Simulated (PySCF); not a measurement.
Isomers of C2H12N2OSi3, one GFN2-xTB conformer each. Single-point energies are computed at PBE0/pcSseg-1 (PySCF, gas phase, no added dispersion term), electronic only.

| SMILES | GFN2-xTB relative energy (kcal/mol) |
| --- | --- |
| C=NC[SiH2][Si@@H](O)N[SiH3] | 77.8 |
| C[C@@H]1N[Si@@H](N[SiH3])O[SiH2]1 | 0.0 |
| N[Si@H]1CO[SiH2]C[SiH2]N1 | 43.8 |
| N[Si@@H]1C[SiH2]OC[SiH2]N1 | 44.1 |

Conformers: `[CH2:1]=[N:2][CH2:3][SiH2:4][Si@@H:5]([OH:6])[NH:7][SiH3:8]` with C1–N2–C3–Si4 -103°, N2–C3–Si4–Si5 -174°, C3–Si4–Si5–O6 167°, Si4–Si5–O6–H 167°, Si4–Si5–N7–Si8 -131°; `[CH3:1][C@@H:2]1[NH:3][Si@@H:4]([NH:5][SiH3:6])[O:7][SiH2:8]1` with N3–Si4–N5–Si6 175°, C1–C2–N3–Si4 -97°, C2–N3–Si4–N5 -141°, N3–Si4–O7–Si8 8°, Si4–O7–Si8–C2 5°; `[NH2:1][Si@H:2]1[CH2:3][O:4][SiH2:5][CH2:6][SiH2:7][NH:8]1` with H–N1–Si2–C3 180° and 46°, N1–Si2–C3–O4 146°, Si2–C3–O4–Si5 54°, C3–O4–Si5–C6 -59°, O4–Si5–C6–Si7 -32°; `[NH2:1][Si@@H:2]1[CH2:3][SiH2:4][O:5][CH2:6][SiH2:7][NH:8]1` with H–N1–Si2–C3 -65° and 71°, N1–Si2–C3–Si4 -59°, Si2–C3–Si4–O5 -70°, C3–Si4–O5–C6 62°, Si4–O5–C6–Si7 -67°.

Problem. What does PBE0/pcSseg-1 give for the same structures?

Solution. 
```tsv
SMILES	PBE0/pcSseg-1 E (Eh)	PBE0/pcSseg-1 (kcal/mol)	GFN2-xTB (kcal/mol)	point group
C[C@@H]1N[Si@@H](N[SiH3])O[SiH2]1	-1136.05234	0.0	0.0	C1
N[Si@@H]1C[SiH2]OC[SiH2]N1	-1136.02838	15.0	44.1	C1
N[Si@H]1CO[SiH2]C[SiH2]N1	-1136.02306	18.4	43.8	C1
C=NC[SiH2][Si@@H](O)N[SiH3]	-1135.94587	66.8	77.8	C1
```

Both levels put the same isomer lowest; measured from each level's own lowest isomer, the values differ by up to 29.1 kcal/mol (N[Si@@H]1C[SiH2]OC[SiH2]N1: 44.1 against 15.0). As drawn, the highest has a C=N bond, an O–H bond and an Si–Si bond, which the lowest lacks.

Problem. Which frontier levels, dipoles and rotational constants go with these structures?

Solution. 
```csv
SMILES,"HOMO (eV, PBE0/pcSseg-1)",LUMO (eV),dipole (D),"A, B, C (MHz)"
C[C@@H]1N[Si@@H](N[SiH3])O[SiH2]1,-7.00,0.43,2.33,"2848, 656.4, 579.1"
N[Si@@H]1C[SiH2]OC[SiH2]N1,-7.13,0.46,1.40,"1421, 1125, 753.1"
N[Si@H]1CO[SiH2]C[SiH2]N1,-6.95,0.44,2.48,"1600, 1045, 701.8"
C=NC[SiH2][Si@@H](O)N[SiH3],-7.10,-0.42,2.79,"2390, 465.0, 416.6"
```
